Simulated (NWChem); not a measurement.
Molecule: InH, singlet; SMILES [InH]

All runs: NWChem. Low-valent species are run as closed-shell singlets; no triplet was tried in these runs. def2 effective core potentials on In; no spin-orbit coupling. Each level has its own optimisation; frequencies are unscaled.

```json
[
 {"level": "CAM-B3LYP/def2-SVP", "r H–In (Å)": "1.855", "highest harmonic frequency (cm⁻¹)": "1470", "zero-point energy (kcal/mol)": "2.1"},
 {"level": "BP86/def2-TZVP", "r H–In (Å)": "1.871", "highest harmonic frequency (cm⁻¹)": "1398", "zero-point energy (kcal/mol)": "2.0"},
 {"level": "LDA (Slater exchange, VWN5)/def2-SVP", "r H–In (Å)": "1.864", "highest harmonic frequency (cm⁻¹)": "1425", "zero-point energy (kcal/mol)": "2.0"},
 {"level": "PBE0/def2-SVP", "r H–In (Å)": "1.863", "highest harmonic frequency (cm⁻¹)": "1450", "zero-point energy (kcal/mol)": "2.1"}
]
```
